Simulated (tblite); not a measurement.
Compound: C₇H₅NO.
Bonds: C1–C2 (triple), C2–C3, C3–C4 (triple), C4–C5, C5–O6 (double), C5–N7, N7–C8, C8–C9 (double). Hydrogens: H10 on C1; H11 on N7; H12 on C8; H13, H14 on C9.

A start from a force field or distance geometry was refined with GFN2-xTB geometry optimisation, gas phase in tblite. Values at the start:

```csv
coordinate,start
C1≡C2,1.215 Å
C1–H10,1.052 Å
C2–C3,1.524 Å
C3≡C4,1.213 Å
C4–C5,1.441 Å
C5=O6,1.223 Å
C5–N7,1.377 Å
N7–C8,1.365 Å
N7–H11,1.016 Å
C8=C9,1.342 Å
C8–H12,1.083 Å
C9–H13,1.097 Å
C9–H14,1.083 Å
C1–C2–C3,179.0°
C2–C3–C4,178.8°
C3–C4–C5,178.6°
C4–C5–O6,119.3°
C4–C5–N7,115.0°
C5–N7–C8,123.5°
O6–C5–N7,125.7°
N7–C8–C9,121.6°
```

Question: How do these coordinates change at the GFN2-xTB level?

Answer: 
```csv
coordinate,GFN2-xTB (Å or °),change
C2–C3,1.356,-0.168
C9–H13,1.073,-0.024
N7–C8,1.384,+0.019
C8=C9,1.324,-0.018
C5=O6,1.211,-0.012
C1≡C2,1.205,-0.010
C5–N7,1.371,-0.006
N7–H11,1.011,-0.005
C9–H14,1.078,-0.005
C1–H10,1.049,-0.003
C8–H12,1.081,-0.002
C3≡C4,1.211,-0.002
C4–C5,1.439,-0.002
C4–C5–O6,123.7,+4.4
C3–C4–C5,175.1,-3.5
C4–C5–N7,112.1,-2.9
N7–C8–C9,123.6,+2.0
O6–C5–N7,124.3,-1.4
C2–C3–C4,177.6,-1.2
C1–C2–C3,179.8,+0.8
C5–N7–C8,123.3,-0.2
```

The energy falls by 55.8 kJ/mol over 31 L-BFGS steps, the largest force on an atom goes from 3.90 to 0.009 eV/Å, and the atoms move by 0.080 Å rms after alignment. The bond that changes most is C2–C3 (both ends alkyne carbon), which shortens by 0.168 Å. Bonds longer at the end by more than 0.005 Å: 1 of 13; shorter: 7. Rotational constants go from 4911, 606.5, 539.8 to 5121, 630.5, 561.4 MHz.

Its GFN2-xTB frequencies are all real (lowest 53 cm⁻¹). One conformer, not necessarily the lowest.

Conformer computed: `[CH:1]#[C:2][C:3]#[C:4][C:5](=[O:6])[NH:7][CH:8]=[CH2:9]`: C4–C5–N7–C8 180°, C5–N7–C8–C9 180°.
